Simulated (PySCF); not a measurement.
Computed IR spectrum (relative IR intensity) of a molecule C5H8. Geometry: B3LYP-D3(BJ)/def2-SVP. Other conformers were not sampled. All values below come from B3LYP-D3(BJ)/def2-SVP (PySCF). No scaling factor is applied to the harmonic values.

ν (cm⁻¹): 139 (vw), 199 (w), 262 (w), 648 (w), 850 (m), 906 (m), 923 (vs), 984 (s), 1047 (s), 1053 (vw), 1206 (vw), 1282 (w), 1321 (w), 1395 (w), 1432 (m), 1449 (m), 1461 (m), 1680 (w), 1736 (s), 3010 (vs), 3068 (m), 3111 (w), 3126 (vw), 3130 (m), 3135 (vs), 3141 (m), 3235 (m) (against the strongest line: vs over 80 %, s over 45 %, m over 15 %, w over 4 %, vw less)

### Question
Which molecule gave these data?
A. C#CCCC
B. C=C/C=C/C
C. C=CCC=C
D. C[C@@H]1C=CC1

### Answer
B, C=C/C=C/C
